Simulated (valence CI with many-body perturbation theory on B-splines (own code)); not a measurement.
# Forbidden lines of Hf²¹⁺

Computed by valence CI with perturbative core correlation (CI+MBPT): five valence electrons over a frozen Dirac-Fock core [Kr] 4d10, a basis of 7 s, 7 p, 7 d, 7 f, 4 g, 2 h functions for each j, with the one-electron correlation potential Σ1, the two-electron term Σ2, the three-electron term Σ3, Breit, model QED; selected CI, second order for the rest, scaled by the run's own slope (own B-spline code, finite nucleus).

No measured spectrum was set against this ion. As an estimate, terms of the open shell hold to a few per cent of their energy, and close levels can change places. Core correlation moves these levels by up to 3100 cm⁻¹, and in measured spectra 5 to 20 % of such shifts remained as error; rates that hang on mixing are uncertain with them. Among the levels kept, up to 900 cm⁻¹ of a level comes from second order outside the variational space, and about a tenth of that is noise between levels of different J, which matters for small intervals. Only levels of the ground parity were solved; by the run's estimate the other parity begins above the list, which can be wrong where configurations are misplaced.

Lines 1 to 50 of 120 in falling wavelength, among levels below 10.452 eV, chosen from the decays that carry over 1 % of a level's rate. Wavelengths and rates use the calculated energies, so an error of 2000 cm⁻¹ moves a line at 17130 Å by 34 % and its rate by three times that or more. S is in atomic units (e²a₀⁴ for E2 and M2, e²a₀⁶ for E3), for M1 in squared Bohr magnetons. Weak lines are less certain than strong ones. Lines between different terms over intervals too small for the method are left out, as are lines whose strength nearly cancels. Where a level lies close to another of its J and parity, the split of strength between their lines is uncertain. Intervals below about 2000 cm⁻¹, as at the head of this list, are uncertain by tens of per cent.

Names give the largest LS component (configuration and term), which can be under half, so a name can repeat, a term be missing and a line seem to break the LS rules; names also repeat where a configuration has a term twice. Letters in brackets count levels of one name in rising energy.

| λ vac (Å) | Upper | Lower | Type | A (s⁻¹) | S (a.u.) |
| --- | --- | --- | --- | --- | --- |
| 4.488e+05 | 4f5 6F°_1/2 | 4f5 6F°_3/2 | M1 | 1.61e-03 | 1.08e+01 |
| 23220 | 4f5 4M°_21/2 | 4f5 4M°_19/2 | M1 | 1.84e+00 | 1.88e+01 |
| 21630 | 4f5 6H°_15/2 | 4f5 6H°_13/2 | M1 | 3.83e+00 | 2.30e+01 |
| 17580 | 4f5 6H°_13/2 | 4f5 6H°_11/2 | M1 | 1.33e+01 | 3.75e+01 |
| 17130 | 4f5 4F°_3/2 | 4f5 4G°_5/2 [a] | M1 | 4.47e+00 | 3.33e+00 |
| 16940 | 4f5 4H°_11/2 | 4f5 4G°_9/2 | M1 | 4.35e+00 | 9.42e+00 |
| 16400 | 4f5 4L°_13/2 [a] | 4f5 4M°_15/2 | M1 | 2.09e+00 | 4.79e+00 |
| 16380 | 4f5 6F°_7/2 | 4f5 6F°_5/2 | M1 | 1.53e+01 | 2.00e+01 |
| 15730 | 4f5 6H°_11/2 | 4f5 6H°_9/2 | M1 | 2.41e+01 | 4.17e+01 |
| 14940 | 4f5 6F°_11/2 | 4f5 6F°_9/2 | M1 | 9.64e+00 | 1.43e+01 |
| 14750 | 4f5 6F°_9/2 | 4f5 6F°_7/2 | M1 | 1.73e+01 | 2.06e+01 |
| 14410 | 4f5 6H°_9/2 | 4f5 6H°_7/2 | M1 | 3.29e+01 | 3.65e+01 |
| 13910 | 4f5 6H°_7/2 | 4f5 6H°_5/2 | M1 | 2.84e+01 | 2.27e+01 |
| 13490 | 4f5 4M°_19/2 | 4f5 4M°_17/2 | M1 | 1.46e+01 | 2.66e+01 |
| 12550 | 4f5 6P°_3/2 | 4f5 4P°_5/2 | M1 | 1.28e+01 | 3.76e+00 |
| 11930 | 4f5 4F°_5/2 | 4f5 4P°_5/2 | M1 | 5.09e+00 | 1.92e+00 |
| 10000 | 4f5 4G°_9/2 | 4f5 4G°_7/2 [a] | M1 | 3.32e+01 | 1.23e+01 |
| 9535 | 4f5 4L°_15/2 | 4f5 4M°_17/2 | M1 | 9.05e+00 | 4.66e+00 |
| 9529 | 4f5 4K°_15/2 [a] | 4f5 4L°_13/2 [a] | M1 | 3.17e+01 | 1.63e+01 |
| 9058 | 4f5 4M°_17/2 | 4f5 4M°_15/2 | M1 | 4.09e+01 | 2.03e+01 |
| 8692 | 4f5 4G°_9/2 | 4f5 4I°_9/2 | M1 | 2.34e+00 | 5.69e-01 |
| 8584 | 4f5 4G°_7/2 [a] | 4f5 4G°_5/2 [a] | M1 | 5.84e+01 | 1.10e+01 |
| 8047 | 4f5 6F°_7/2 | 4f5 6H°_9/2 | M1 | 1.81e+00 | 2.79e-01 |
| 7782 | 4f5 6F°_9/2 | 4f5 6H°_11/2 | M1 | 1.00e+00 | 1.75e-01 |
| 7541 | 4f5 6F°_5/2 | 4f5 6H°_7/2 | M1 | 1.81e+00 | 1.72e-01 |
| 7218 | 4f5 6F°_11/2 | 4f5 6H°_13/2 | M1 | 4.72e-01 | 7.89e-02 |
| 7102 | 4f5 4G°_5/2 [a] | 4f5 6F°_7/2 | M1 | 1.79e+01 | 1.43e+00 |
| 7058 | 4f5 4M°_15/2 | 4f5 6H°_15/2 | M1 | 3.37e+01 | 7.03e+00 |
| 6929 | 4f5 4P°_5/2 | 4f5 4G°_5/2 [a] | M1 | 4.06e+01 | 3.01e+00 |
| 6691 | 4f5 4L°_13/2 [b] | 4f5 4K°_11/2 [a] | M1 | 6.99e+01 | 1.09e+01 |
| 6590 | 4f5 2P°_1/2 | 4f5 4F°_3/2 | M1 | 5.32e+00 | 1.13e-01 |
| 6533 | 4f5 4L°_13/2 [b] | 4f5 4L°_13/2 [a] | M1 | 6.40e+01 | 9.26e+00 |
| 6480 | 4f5 4L°_15/2 | 4f5 4L°_13/2 [a] | M1 | 1.06e+01 | 1.71e+00 |
| 6039 | 4f5 6P°_3/2 | 4f5 4F°_3/2 | M1 | 6.64e+00 | 2.17e-01 |
| 6027 | 4f5 4K°_15/2 [a] | 4f5 4M°_15/2 | M1 | 9.16e+01 | 1.19e+01 |
| 5967 | 4f5 4H°_11/2 | 4f5 4K°_11/2 [a] | M1 | 1.18e+00 | 1.11e-01 |
| 5890 | 4f5 4F°_5/2 | 4f5 4F°_3/2 | M1 | 1.45e+02 | 6.59e+00 |
| 5841 | 4f5 4H°_11/2 | 4f5 4L°_13/2 [a] | M1 | 2.33e+00 | 2.07e-01 |
| 5744 | 4f5 4H°_11/2 | 4f5 4I°_9/2 | M1 | 1.26e+01 | 1.07e+00 |
| 5703 | 4f5 4K°_11/2 [b] | 4f5 4K°_11/2 [a] | M1 | 6.79e+01 | 5.60e+00 |
| 5688 | 4f5 4H°_7/2 | 4f5 4G°_7/2 [a] | M1 | 1.81e+01 | 9.85e-01 |
| 5499 | 4f5 4K°_11/2 [b] | 4f5 4I°_9/2 | M1 | 1.16e+02 | 8.57e+00 |
| 5403 | 4f5 2G°_9/2 | 4f5 4G°_7/2 [a] | M1 | 6.40e+00 | 3.74e-01 |
| 5321 | 4f5 4M°_15/2 | 4f5 6H°_13/2 | M1 | 1.18e+01 | 1.05e+00 |
| 5277 | 4f5 4G°_7/2 [a] | 4f5 6F°_9/2 | M1 | 2.04e+01 | 8.91e-01 |
| 5238 | 4f5 4H°_7/2 | 4f5 4I°_9/2 | M1 | 4.99e+00 | 2.13e-01 |
| 5206 | 4f5 6F°_9/2 | 4f5 6H°_9/2 | M1 | 2.49e+00 | 1.30e-01 |
| 5164 | 4f5 6F°_7/2 | 4f5 6H°_7/2 | M1 | 1.05e+01 | 4.30e-01 |
| 5117 | 4f5 6F°_11/2 | 4f5 6H°_11/2 | M1 | 2.81e-01 | 1.67e-02 |
| 5041 | 4f5 6F°_3/2 | 4f5 6H°_5/2 | M1 | 9.47e+00 | 1.80e-01 |
